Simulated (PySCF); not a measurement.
C4H7Cl, SMILES C1CC1(Cl)C.

Geometry: PBE0-D3(BJ)/def2-SVP.

Level of theory: PBE0/def2-TZVP run with PySCF.

Symmetry labels are those of the subgroup Cs that the program uses (full group Cs).

Computed valence orbital energies around the gap with their symmetry:
| orbital | symmetry | energy (eV) |
|---|---|---|
| HOMO−7 | A" | -12.05 |
| HOMO−6 | A' | -11.44 |
| HOMO−5 | A" | -10.67 |
| HOMO−4 | A' | -10.63 |
| HOMO−3 | A" | -9.54 |
| HOMO−2 | A' | -9.24 |
| HOMO−1 | A' | -8.21 |
| HOMO | A" | -7.63 |
| LUMO | A' | 0.74 |
| LUMO+1 | A' | 1.34 |
| LUMO+2 | A' | 2.32 |
| LUMO+3 | A" | 2.32 |
